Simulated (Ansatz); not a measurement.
Species: TiO2, net charge -1, doublet state. The spin state was set by rule; other spins were not relaxed. 
Geometry from a B3LYP-D3(BJ)/def2-TZVP (Ansatz, a program for electronic structure) optimisation:
```
Ti
O 1 1.6767
O 1 1.6767 2 114.01
```
Charge -1, spin multiplicity 2.

Basis-set convergence of Hartree-Fock and CCSD(T) correlation energies (hartree) with Ansatz. Correlated levels leave the core frozen unless marked. Open shells are spin-unrestricted. No spin-orbit coupling. Frozen are the shells of the preceding noble gas and the d and f shells that filled before the atom's block. No relativistic terms. This anion needs diffuse functions, which these sets lack.

```
basis       functions       E(HF)  E(corr, CCSD(T))
----------  ---------  ----------  ----------------
def2-SVP           59  -997.89683          -0.55735
def2-TZVPP        126           ?                 ?
```

Task: Some entries are withheld; supply them.

Result: 
- def2-TZVPP, E(HF): -998.23002
- def2-TZVPP, E(corr, CCSD(T)): -0.68125
